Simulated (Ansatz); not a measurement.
`OB(O)O` and `OCB(O)O` differ in one atom or group.

Ansatz, PBE0-D4/def2-TZVP geometries, multiplicity 1. Each molecule was computed in one conformer, which needn't be the lowest.

| property | `OB(O)O` |
| --- | --- |
| size of the dipole moment (PBE/def2-TZVPP) / D | 0.00 |
| HOMO–LUMO gap (B3LYP/def2-TZVPP) / eV | 9.24 |
| size of the dipole moment (ωB97M-V/def2-TZVPP) / D | 0.00 |
| HOMO–LUMO gap (ωB97M-V/def2-TZVPP) / eV | 13.77 |
| LUMO energy (B3LYP/def2-TZVPP) / eV | 0.18 |
| HOMO–LUMO gap (PBE/def2-TZVPP) / eV | 7.30 |

**Question.** Give the same properties after the change, and the shifts. (Best estimate.)

**Answer.** Computed: 
```csv
property,`OCB(O)O`,shift
size of the dipole moment (PBE/def2-TZVPP) / D,1.32,1.32
HOMO–LUMO gap (B3LYP/def2-TZVPP) / eV,8.25,-0.99
size of the dipole moment (ωB97M-V/def2-TZVPP) / D,1.38,1.38
HOMO–LUMO gap (ωB97M-V/def2-TZVPP) / eV,12.68,-1.09
LUMO energy (B3LYP/def2-TZVPP) / eV,0.33,0.15
HOMO–LUMO gap (PBE/def2-TZVPP) / eV,6.31,-0.99
```

With PBE0 the HOMO rises by 1.16 eV and the LUMO rises by 0.12 eV, so the gap narrows by about 1.04 eV. PBE moves the HOMO by 1.11 eV and ωB97M-V by 1.18 eV.

B3LYP here is the variant with VWN-RPA as its local correlation; programs differ in this.
